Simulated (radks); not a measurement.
Q: The cerium ion Ce43+, 15 electrons, occupied as [Ne] 3s1.5 3p3 4s0.5 (fractional occupations, a model configuration). Calculated with a radial shooting solver on a logarithmic mesh with Libxc functionals: Dirac Kohn-Sham, PBE, spin-unpolarised, spherical densities, finite nucleus; open shells fill j = l - 1/2 first; Fermi nuclear charge, rms radius 4.8771 fm.

Spin-orbit splittings of the eigenvalues, e(l+1/2) - e(l-1/2), with zeta = 2 splitting/(2l+1) and mean radii in bohr:

| shell | occ. | splitting (eV) | zeta (eV) | <r> j=l-1/2 | <r> j=l+1/2 |
|---|---|---|---|---|---|
| 2p | 6 | 458.8 | 305.9 | 0.08668 | 0.09262 |
| 3p | 3 | 116.3 | 77.55 | 0.2382 | 0.2471 |
| 3d | 0 | 27.96 | 11.18 | 0.2138 | 0.2166 |
| 4p | 0 | ? | ? | 0.4619 | 0.4741 |

Estimate the 4p splitting.

A: 44.89 eV (zeta = 29.93 eV).
